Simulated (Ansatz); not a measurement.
The molecule CrW, closed-shell singlet (the spin of the measured ground state). No spin–orbit coupling. Cr is treated without relativity. The T1 diagnostic near the minimum is 0.090, so single-reference values are doubtful.

D_e counts from the fitted minimum to each atom's lowest state at the same level, without counterpoise. The singlet is restricted.

Codes used: Ansatz (Gaussian orbitals). Each number belongs to the level named beside it. In def2 rows elements past Kr take small-core potentials, without spin–orbit coupling.

Task: What is the computed bond energy D_e (PBE/def2-TZVPP)?

Result: 254 kJ/mol

Task: What is the computed bond energy D_e (BHLYP/def2-TZVPP)?

Result: -263 kJ/mol

Task: Give the bond energy D_e at the level B3LYP/def2-TZVPP.

Result: 73 kJ/mol

Ansatz is a program for electronic structure.
